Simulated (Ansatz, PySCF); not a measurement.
Spin states of Cl2Zr (SMILES [Cl][Zr][Cl]), each relaxed with B3LYP-D3(BJ)/def2-TZVP.
State 1 (charge 0, multiplicity 3):
```xyz
3

Zr     0.442     0.034    -0.080
Cl    -0.497     1.638    -1.546
Cl     0.022    -1.625     1.556
```
State 2 (charge 0, multiplicity 1):
```csv
atom,x (Å),y (Å),z (Å)
Zr,0.6398,0.0417,-0.1049
Cl,-0.5759,1.5118,-1.4173
Cl,-0.0970,-1.5060,1.4519
```

```tsv
level	energy of the multiplicity-1 state less that of the multiplicity-3 state (kcal/mol)	cost
PBE-D3(BJ)/def2-TZVPP	12.24	×1
BLYP/def2-TZVPP	9.90	×0.9
BLYP-D4/def2-TZVPP	9.71	×0.9
r2SCAN-D4/def2-TZVPP	21.49	×2
B97M-V/def2-TZVPP	17.46	×3
B3LYP-D3(BJ)/def2-TZVPP	12.65	×0.4
PBE0/def2-TZVPP	16.53	×0.8
CAM-B3LYP-D3(BJ)/def2-TZVPP	13.38	×0.6
wB97X-V/def2-TZVPP	11.63	×1
B2PLYP/def2-TZVPP	11.32	×1
B2PLYP-D3(BJ)/def2-TZVPP	11.24	×1
CCSD(T)/def2-TZVPP	5.97	×20
CCSD(T)/def2-QZVPP	6.48	×200
CCSD(T)/CBS(def2-TZVPP, def2-QZVPP)	6.90	×200
```

The rows run from 5.97 (CCSD(T)/def2-TZVPP) to 21.49 kcal/mol (r2SCAN-D4/def2-TZVPP). From def2-TZVPP to def2-QZVPP CCSD(T) changes by 0.52. The dispersion term adds -0.18 in BLYP-D4, -0.07 in B2PLYP-D3(BJ). The 5 functionals in def2-TZVPP without D3 or D4 span 7.56, from BLYP to B97M-V.

Singlets are restricted, other states unrestricted; no spin–orbit coupling, no relativity up to Kr; see below for the cores. The largest T1 diagnostic is 0.021.

Correlated levels freeze the inner cores; with def2 sets outer-core shells near the valence are correlated too. CBS(a, b) extrapolates the correlation energy as X⁻³ and adds the Hartree–Fock energy of set b.

Doubts at one or more of the structures used: a restricted determinant that unrestricted orbitals would lower (B2PLYP/def2-TZVPP, B2PLYP-D3(BJ)/def2-TZVPP, CCSD(T)/def2-TZVPP, CCSD(T)/def2-QZVPP, CCSD(T)/CBS(def2-TZVPP, def2-QZVPP)).

Run with Ansatz (Gaussian basis) for Hartree–Fock, density functionals and correlated methods; PySCF for the dispersion terms.  In def2 rows elements past Kr take small-core potentials, without spin–orbit coupling.

Costs are rough ratios of core time to PBE/def2-TZVPP (about 40 s over the structures, on one shared machine); a dash marks a level with no comparable run of its own.

Ansatz is a program for electronic structure.
